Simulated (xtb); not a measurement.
xtb input:

```bash
xtb mol.xyz --gfn 2 --ohess tight --chrg -1 --uhf 0
```
mol.xyz:
```
17

C      2.56622661    -0.13249797    -0.02013978
C      1.13517562    -0.57203913    -0.25628028
C      0.04449013     0.17684275    -0.30014618
C      0.00001584     1.65017071    -0.23534688
C     -1.35982146    -0.49820515    -0.55529150
C     -2.21543099    -0.39711267     0.69994629
H      3.02474487    -0.69933216     0.79612010
H      3.16716185    -0.32572142    -0.93382610
H      2.62998741     0.90161890     0.23702021
H      1.06908682    -1.66388126    -0.34807017
H      0.95916022     2.11565794    -0.35794555
H     -0.45039552     1.99363759     0.66125603
H     -1.85728992    -0.00619587    -1.43494575
H     -1.24239668    -1.52193614    -0.81717640
H     -2.50128757     0.65946406     0.96663349
H     -1.72795382    -0.82259054     1.58444136
H     -3.19856766    -0.90496874     0.52904789
```

What final total energy does it print?

-18.55239 Eh (GFN2-xTB).

It need not be the lowest isomer of its formula. Whether it binds its extra electron was not tested at this geometry.
